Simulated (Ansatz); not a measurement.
Reaction (ligand exchange at the Si–C bond): `O/C=C(\Cl)[SiH2]O` + `N[SiH](O)O` → `O[SiH2]N[SiH](O)O` + `O/C=C\Cl`

Gas-phase electronic energies from Ansatz, PBE0-D4/def2-TZVP geometries. CCSD(T)/CBS adds triple-zeta CCSD(T) − MP2 to the extrapolated MP2 energy (def2 sets, frozen cores). This one scheme is used for every species. Double bonds are as drawn, so ΔE can hold a change between cis and trans. DFT in def2-TZVPP. B3LYP here is the variant with VWN-RPA as its local correlation; programs differ in this. One conformer a species, not always the lowest.

`O/C=C(\Cl)[SiH2]O`:

```xyz
11

O    -2.744   -0.090   -0.049
C    -1.479   -0.162   -0.463
C    -0.380   -0.104    0.297
Cl   -0.611    0.102    2.021
Si    1.352   -0.228   -0.336
O     2.209    1.164   -0.158
H    -2.740    0.017    0.914
H    -1.395   -0.281   -1.538
H     2.033   -1.338    0.379
H     1.258   -0.483   -1.792
H     2.496    1.404    0.724
```

`N[SiH](O)O`:

```xyz
9

N    -0.868    0.139    0.900
Si    0.526   -0.220   -0.031
O     1.144    1.208   -0.546
O     0.067   -1.271   -1.202
H    -1.470   -0.609    1.205
H    -0.830    0.870    1.593
H     1.659   -0.889    0.637
H     0.524    1.852   -0.893
H    -0.751   -1.079   -1.663
```

`O[SiH2]N[SiH](O)O`:

```xyz
13

O    -0.162    1.735    1.243
Si    0.594    1.586   -0.227
N     0.031    0.143   -0.949
Si   -0.097   -1.405   -0.214
O    -1.538   -1.987   -0.741
O     0.050   -1.209    1.400
H     0.284    2.273    1.900
H     2.057    1.582    0.039
H     0.256    2.711   -1.137
H    -0.449    0.248   -1.831
H     0.964   -2.371   -0.579
H    -1.690   -2.928   -0.645
H    -0.300   -0.377    1.741
```

`O/C=C\Cl`:

Cartesian coordinates in Å:
```
O -0.028 -1.519 -0.098
C -0.323 -0.344 0.472
C 0.032 0.858 0.029
Cl 0.966 1.020 -1.414
H 0.493 -1.347 -0.895
H -0.909 -0.445 1.378
H -0.232 1.777 0.526
```

| level | ΔE (kcal/mol) |
| --- | --- |
| B3LYP | -14.1 |
| MP2/def2-QZVPP | -14.1 |

(1) What does CCSD(T)/CBS give? (An estimate is asked.)

Largest T1 diagnostic among the species: 0.013.

## Answers

(1) The calculation gave: -14.2 kcal/mol. The listed levels differ from it by 0.1, 0.1 kcal/mol.

In def2-TZVPP, CCSD(T) changes the Hartree–Fock value by +1.0 kcal/mol (the triples alone add +0.4 kcal/mol) and MP2 by +1.3 kcal/mol. From PBE to PBE0 (25 % exact exchange), in def2-TZVPP and without D4, ΔE moves by −1.0 kcal/mol.
